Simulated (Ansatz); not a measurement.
`F[SiH2][SiH3]` + `C[AsH]C` → `C[As](C)[SiH3]` + `F[SiH3]` at 298.15 K and 1 bar (cleavage of the Si–Si bond).

Computed with Ansatz on PBE0-D4/def2-TZVP structures; ΔE is electronic, products minus reactants. CCSD(T)/CBS is the MP2 limit (def2-TZVPP, def2-QZVPP) plus CCSD(T) − MP2 in def2-TZVPP, frozen cores. This one scheme is used for every species. For As outer-core shells are correlated without core-valence functions, which leaves a few kJ/mol of doubt a bond. Scalar relativity is left out up to krypton.

```
         species  CCSD(T)/CBS energy (Eh)  H − E (kJ/mol)  S (J/(mol·K))
 `F[SiH2][SiH3]`               -681.00067           133.6          311.5
       `C[AsH]C`              -2315.32263           231.9          309.2
`C[As](C)[SiH3]`              -2605.61324           283.9          368.3
       `F[SiH3]`               -390.72345            82.7          238.5
```

H − E and S are ideal-gas, rigid-rotor, harmonic terms from PBE0-D4/def2-TZVP. 1 Eh = 2625.50 kJ/mol, R = 8.31446 J/(mol·K).

Question: By hand: ΔE, ΔH, ΔS and ΔG.

Answer: ΔE = (-2605.61324) + (-390.72345) − (-681.00067) − (-2315.32263) = -0.01339 Eh = -35.2 kJ/mol. Δ(H − E) = 283.9 + 82.7 − 133.6 − 231.9 = 1.1, so ΔH = -34.1 kJ/mol. ΔS = 368.3 + 238.5 − 311.5 − 309.2 = -13.9 J/(mol·K). ΔG = -34.1 − 298.15 × (-13.9)/1000 = -30.0 kJ/mol.

Question: By hand: the equilibrium constant, and the temperature at which ΔG would vanish if ΔH and ΔS stayed fixed.

Answer: log₁₀ K = −ΔG/(RT ln 10) = 5.3. ΔG = 0 at ΔH/ΔS = 2453 K, though so small a ΔS makes that figure unsure.

The number of gas molecules stays the same, so ΔS is small and ΔH decides. A doubt of 5 kJ/mol in ΔE shifts log₁₀ K by 0.9 here. These are equilibria of isolated gas molecules and say nothing of rates. Largest T1 diagnostic: 0.012 (customary marks: 0.02 for closed shells, 0.045 for open ones).
